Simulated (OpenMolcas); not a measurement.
Mo4+: moving the ligands

Mo4+ with its 6 nearest fluoride ions at 1.905 Å, on the Ge site of Cs2GeF6 (a = 9.021 Å, distance in the model lattice 1.804 Å). The rest of the host is ab initio model potentials to 7.6 Å and point charges beyond; the distance is set by hand and nothing relaxes. Ligand basis ANO-RCC-VDZP.

| Quantity | Value |
| --- | --- |
| Program | OpenMolcas |
| Method | CASSCF |
| Basis | ANO-RCC-VTZP [7s6p4d2f1g] |
| Scalar Hamiltonian | DKH2, point nucleus |
| Active space | 2 electrons in 5 orbitals (4d) |
| State averaging | 2S+1 = 3 even, 10 roots; 2S+1 = 1 even, 15 roots |
| Spin-orbit coupling | RASSI with atomic mean-field integrals over the reference wave functions |

Runs around this geometry, states (labels of O, the rotations of Oh). Energies in cm-1 above the lowest state or level, χT in cm3 K/mol; under a threefold ground state the first gap can be a small split of the lowest multiplet, not the spin-orbit step; 10Dq and B are least-squares fits to the states below 45000 cm-1, weighted by degeneracy, with a free offset, and given where the rms deviation is under 5 % of |10Dq| (or 100 cm-1) and under 700 cm-1.

| R (Å) | Ground state | First state of that spin | 10Dq | B (rms of fit) | First gap with spin-orbit (degeneracies) | χT at 300 K | First state of another spin |
| --- | --- | --- | --- | --- | --- | --- | --- |
| 1.804 | 3T1 | 3T2 43415 |  |  | 17.2 (2, 3) | 0.425 | 1T2 10052 |
| 1.905 | 3T1 | 3T2 33987 | 35717 | 727 (7) | 23.2 (2, 3) | 0.404 | 1T2 10277 |
| 1.96 | 3T1 | 3T2 29912 | 31326 | 738 (111) | 27.1 (2, 3) | 0.393 | 1T2 10393 |

Taking the first state of the same spin as R^-n, n = -ln(29912 / 43415) / ln(1.96 / 1.804) = 4.5 between the shortest and longest distance.

An orbital triplet at a regular site is open to Jahn-Teller coupling, which can distort the site and quench the lowest spin-orbit gaps and is left out. Without dynamic correlation the repulsion within the d shell is too large (B by tens of per cent), so at a given field states of lower spin stand too high. With metal d orbitals alone the field can be off either way by tens of per cent. Ligand-to-metal charge-transfer states are missing. With no ligand orbital active B as a rule stays too high, so bands that hang on it stand too high and its fall with covalency is understated. The least metal-like active orbital is 76 % on the metal (Löwdin) and no ligand orbital is active, so the numbers are rough (holds for R = 1.804). The least metal-like active orbital is 78 % on the metal (Löwdin) and no ligand orbital is active, so the numbers are rough (holds for R = 1.905; R = 1.96). No measured value stands beside these numbers; the geometry was set by hand and not optimised.
